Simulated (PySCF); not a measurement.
Potential energy curve for CuF, singlet.

Levels of theory: UKS-M06-2X = unrestricted M06-2X/def2-SVP in PySCF; UHF/def2-SVP (PySCF); UKS-wB97X-V = unrestricted wB97X-V/def2-SVP in PySCF; UCCSD(T) = PySCF with CCSD(T) on UHF/def2-SVP, 6 core orbitals frozen.

Energies relative to the lowest point of each curve near equilibrium, in kcal/mol:

```tsv
R / Å	UKS-M06-2X	UHF	UKS-wB97X-V
1.49	34.6	40.3	28.0
1.70	1.7	3.2	0.7
1.76	0.0	0.6	0.0
1.83	0.4	0.0	1.3
1.85	0.9	0.2	2.0
1.96	5.6	3.6	7.6
2.89	65.4	48.2	69.9
3.14	73.1	49.2	79.0
3.52	80.6	49.8	87.7
4.37	87.1	50.0	95.8
4.76	88.2	50.0	97.1
6.17	89.2	50.1	97.9
```

Q: Predict the corresponding UCCSD(T) column.

A: 1.49: 30.8; 1.70: 1.4; 1.76: 0.0; 1.83: 0.5; 1.85: 1.0; 1.96: 5.5; 2.89: 69.2; 3.14: 78.6; 3.52: 84.9; 4.37: 87.1; 4.76: 87.2; 6.17: 87.3 (kcal/mol).

The unrestricted determinant behind UKS-M06-2X, UKS-wB97X-V is spin-contaminated at 2.67 to 7.03 Å (<S²> up to 1.0, against 0.00 for a pure singlet). The unrestricted solution behind UHF, UCCSD(T) changes between 1.40 and 1.49 Å, which can leave a kink. The unrestricted determinant behind UHF, UCCSD(T) is spin-contaminated at 1.40, 2.67 to 7.03 Å (<S²> up to 1.0, against 0.00 for a pure singlet).
